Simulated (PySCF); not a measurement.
Excitations are Tamm–Dancoff values on a coarser integration grid. The basis has no diffuse functions, so Rydberg states are missing or too high.

Cartesian coordinates (Å):
SMILES: NCN
```xyz
9

N      1.0108     0.4811    -0.3505
C      0.0376    -0.4721     0.2109
N     -1.3414    -0.1601    -0.1174
H      1.9593     0.1007    -0.2908
H      1.0096     1.3502     0.1900
H      0.2812    -1.4590    -0.2138
H      0.0922    -0.5719     1.3119
H     -1.6444     0.6816     0.3771
H     -1.4048     0.0493    -1.1174
```
Charge 0, spin multiplicity 1.

Task: What is the computed HOMO, brightest of the four lowest singlets (TDA), dipole moment, total energy and T1 excitation (TDA) (PySCF with PBE-D3(BJ)/def2-TZVP)?

Result: 
```json
{
  "HOMO": "-5.42 eV",
  "brightest of the four lowest singlets (TDA)": "5.72 eV",
  "dipole_moment": "1.66 D",
  "total_energy": "-151.0845 Ha",
  "T1 excitation (TDA)": "5.40 eV"
}
```
